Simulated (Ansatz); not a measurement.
Born–Oppenheimer molecular dynamics of BBrClFH2 (6 atoms, charge 0, multiplicity 1). It starts at the highest image of a converged band, a first-order saddle point between two minima.

All numbers below come from Ansatz, RHF/def2-SVP.

| Item | Value |
| --- | --- |
| ensemble | NVE (velocity Verlet) |
| time step | 0.5 fs |
| steps asked | 200 |
| starting velocities drawn for | 300 K |
| seed | 8972 |

First frame:

```xyz
6
Properties=species:S:1:pos:R:3
B -0.075 -0.184 0.013
F -0.116 0.071 1.501
H 1.003 -0.030 -0.443
Cl -1.540 0.346 -0.792
Br -0.150 -2.420 0.639
H -0.145 -1.039 1.668
```

**Question.** How far do the bonds stretch over the last three quarters of this one trajectory? (Pairs bonded in most of those frames.)

**Answer.** 
```tsv
bond	mean (Å)	spread (Å)	shortest	longest
B1–H3	1.188	0.013	1.16	1.21
B1–Cl4	1.766	0.092	1.62	1.90
B1–Br5	1.918	0.079	1.81	2.14
F2–H6	0.910	0.035	0.86	0.97
```

Mean temperature of the second half: 1838 K. The conserved energy stayed within 0.44 meV per atom of its start (net change 0.12 meV per atom), so the integration is sound. The kinetic energy rose, since the run started high on the potential surface and went downhill. It ends in pieces (BBrClH + FH), so much of that is their flight and rotation, not heat. A run of 0.1 ps of so small a system gives no equilibrium averages. The orbitals stay closed-shell, which can raise the energy where a bond breaks towards radicals; this wasn't checked here.

The run took 5.5 min on 1 thread of Arm Neoverse V1, on a shared host, peak memory 0.16 GiB.
